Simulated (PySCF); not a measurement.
Species: F₂O₂Se.
Z-matrix (Å and degrees, PBE0-D3(BJ)/def2-SVP geometry), rows numbered from 1:
```
O 
Se  1  1.5755
O   2  1.5752  1  127.31
F   2  1.7128  1  107.71  3  -130.24
F   2  1.7128  1  107.79  3   130.12
```

All values: wB97X-D/def2-SVPD (PySCF, non-relativistic), on one gas-phase PBE0-D3(BJ)/def2-SVP geometry that isn't relaxed in the solvent. The solvent is an IEF-PCM continuum (van der Waals radii × 1.2), and excitations are vertical TDDFT with non-equilibrium linear response and a frozen core. Specific hydrogen bonds and non-electrostatic terms are outside this model. Spin–orbit coupling is left out although an atom past zinc is present.

Gas-phase singlets (H = HOMO, L = LUMO):

| state | E (eV) | λ (nm) | f | leading configurations |
| --- | --- | --- | --- | --- |
| S1 | 5.671 | 219 | 0.004 | H→L 98% |
| S2 | 5.861 | 212 | 0.000 | H-1→L 98% |
| S3 | 7.032 | 176 | 0.040 | H-3→L 95% |
| S4 | 7.053 | 176 | 0.053 | H-2→L 92% |
| S5 | 7.379 | 168 | 0.000 | H→L+1 98% |

Problem. How does the list change in chloroform (ε = 4.711)?

Solution. 
```
state  E (eV)  λ (nm)      f  leading configurations  change by rank (eV)
   S1   5.699     218  0.005                 H→L 98%               +0.028
   S2   5.883     211  0.000               H-1→L 98%               +0.022
   S3   7.008     177  0.049               H-3→L 93%               -0.024
   S4   7.045     176  0.066               H-2→L 91%               -0.008
   S5   7.444     167  0.000               H→L+1 98%               +0.065
```

Problem. How does the list change in acetonitrile (ε = 35.69)?

Solution. 
| state | E (eV) | λ (nm) | f | leading configurations | change by rank (eV) |
| --- | --- | --- | --- | --- | --- |
| S1 | 5.713 | 217 | 0.005 | H→L 98% | +0.042 |
| S2 | 5.893 | 210 | 0.000 | H-1→L 98% | +0.032 |
| S3 | 7.011 | 177 | 0.046 | H-2→L 92% | -0.021 |
| S4 | 7.057 | 176 | 0.064 | H-3→L 90% | +0.004 |
| S5 | 7.471 | 166 | 0.000 | H→L+1 98% | +0.092 |

Problem. The ground-state energy changes by -0.127 eV from gas to acetonitrile. By how much does the total energy of gas-phase S1 change?

Solution. E(S1) = E(S0) + excitation energy, so it changes by -0.127 + 0.042 = -0.085 eV: it is lowered less than the ground state, which is what a blue shift means. This is the vertical state, with the slow part of the continuum still set for S0.

Problem. How do the frontier levels move from gas to acetonitrile?

Solution. 
```tsv
orbital	gas (eV)	solvent (eV)	change (eV)
LUMO+2	1.51	1.71	+0.20
LUMO+1	0.43	0.67	+0.24
LUMO	-1.45	-1.27	+0.18
HOMO	-12.73	-12.58	+0.15
HOMO-1	-12.97	-12.81	+0.16
HOMO-2	-13.85	-13.69	+0.16
HOMO-3	-13.88	-13.69	+0.19
```

The HOMO–LUMO gap goes from 11.28 to 11.31 eV. Rows go by rank; for HOMO-3 and HOMO-2 the atom shares or the degeneracy differ between the runs, so the row needn't follow one orbital.

The pairwise dispersion term of wB97X-D wasn't added to the energies; at a given geometry it leaves orbitals and properties as they are.
